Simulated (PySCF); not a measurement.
## Two-component Hartree-Fock for Ba⁴⁴⁺ (barium, charge +44)

Start: [Ne] 3s2. Calculated with PySCF 2.14 in an uncontracted even-tempered set (18 s from 10 bohr⁻², ratio 2.4; 14 p from 13 bohr⁻², ratio 2.4; 4 d from 44 bohr⁻², ratio 2.6; 4 f from 66 bohr⁻², ratio 2.6): generalised Hartree-Fock with the X2C-1e Hamiltonian and a Gaussian nucleus; one run each with spin-orbit coupling (SO) switched off, then screened by Boettger's factors.

```tsv
spinor shell	electrons	ε, spin-free (eV)	ε, screened SO (eV)	weight of nominal j (screened SO)	rms radius, screened SO (bohr)
1s1/2	2	-40581.7	-40578.3	1.000	0.0292
2s1/2	2	-8826.9	-8826.1	1.000	0.116
2p1/2	2	-8218.2	-8494.4	1.000	0.100
3s1/2	2	-3548.1	-3548.0	1.000	0.278
```

Problem. Where does 2p3/2 lie, and what is the 2p spin-orbit splitting (screened SO)?

Solution. At -8096.2 eV, 398.24 eV above 2p1/2.

```tsv
quantity	spin-free	screened SO
E (hartree)	-6281.13515	-6283.64334
M_J	0	0
⟨J²⟩	0.000	0.000
⟨L²⟩	0.000	0.010
⟨S²⟩	0.000	0.010
```

Breit and QED terms are absent; they matter most for the inner s and p1/2 levels.

Densities and radii are taken from the X2C orbitals without a picture-change correction, which distorts them close to the nucleus.

Without spin-orbit coupling the j labels of p, d and f shells carry no meaning; the spin-free column gives the mean over the occupied spinors of each nl shell.
